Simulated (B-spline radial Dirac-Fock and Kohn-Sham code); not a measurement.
## Rh⁴⁺ 3s: cross section and angular parameters

System: the Rh⁴⁺ ion in the configuration [Kr] 4d5; threshold 674.2 eV (orbital energy of the model). Level of theory: Dirac-Hartree-Slater photoionisation with a Latter tail; cross sections with all multipoles, angular parameters from the dipole term and its interference with E2; a radial finite-basis atomic code.

Input file task.json (cfg lists n, l and occupation; rrms is the nuclear radius in fm):

```json
{"items": [{
  "Z": 45,
  "q": 4,
  "cfg": [[1, 0, 2], [2, 0, 2], [2, 1, 6], [3, 0, 2], [3, 1, 6], [3, 2, 10], [4, 0, 2], [4, 1, 6], [4, 2, 5]],
  "A": 103,
  "rrms": 4.4945,
  "do": "xps",
  "hv": [59.4, 60, 124.0, 165.0, 212.0, 225.0, 300, 347.0, 369.0, 391.0, 421.0, 577.0, 600, 610.0, 619.0, 626.0, 998.0, 1240.0, 1760.0, 1880.0, 2250.0, 2820.0, 2860.0, 2984.4, 3830.0, 4000, 4500.0, 5414.7, 6000, 12000]
}]}
```

Run with: `python xray2_run.py task.json out`

For linearly polarised light dσ/dΩ = σ/(4π) [1 + β P₂(cos θ) + (δ + γ cos²θ) sin θ cos φ], with θ from the polarisation vector and φ the angle between the beam and the projection of the electron momentum on the plane normal to the polarisation.

| hν (eV) | σ (kb) | β | γ |
| --- | --- | --- | --- |
| 998 | 66.9 | 1.991 | 0.410 |
| 1240 | 48.8 | 1.993 | 0.257 |
| 1760 | 28.0 | 1.994 | 0.052 |
| 1880 | 25.0 | 1.994 | 0.021 |
| 2250 | 18.3 | 1.994 | -0.046 |
| 2820 | 12.2 | 1.995 | -0.092 |
| 2860 | 11.9 | 1.995 | -0.093 |
| 2984.4 | 11.0 | 1.995 | -0.096 |
| 3830 | ? | ? | ? |
| 4000 | 6.36 | 1.995 | -0.064 |
| 4500 | 5.06 | 1.995 | -0.024 |
| 5414.7 | 3.50 | 1.995 | 0.070 |
| 6000 | 2.84 | 1.995 | 0.138 |
| 12000 | 0.643 | 1.995 | 0.911 |

Question: Give the values at 3830 eV.

Answer: σ = 6.92 kb, β = 1.995, γ = -0.075. For an s subshell δ is negligible.

Values without a named source are computed, but for edge energies of neutral atoms, which are taken from tables.
